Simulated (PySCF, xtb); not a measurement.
BH₄O₄, SMILES O[B-](O)(O)O, charge -1. Other conformers were not sampled.

Harmonic wavenumbers (cm⁻¹) from xtb with GFN2-xTB at its own minimum, in rising order: 170, 171, 196, 200, 336, 348, 421, 421, 465, 666, 778, 778, 866, 996, 1028, 1103, 1104, 3683, 3690, 3691, 3694.

Question: What does PBE-D3(BJ)/def2-SVPD in PySCF give at its own minimum? (Estimate from the structure and the level; the computed values follow.)

Answer: 157, 199, 278, 278, 337, 390, 460, 460, 490, 707, 820, 820, 944, 959, 1009, 1156, 1156, 3763, 3767, 3767, 3771. Paired by order, the mean absolute difference is 48 cm⁻¹ and the zero-point energies are 35.5 and 36.7 kcal/mol.
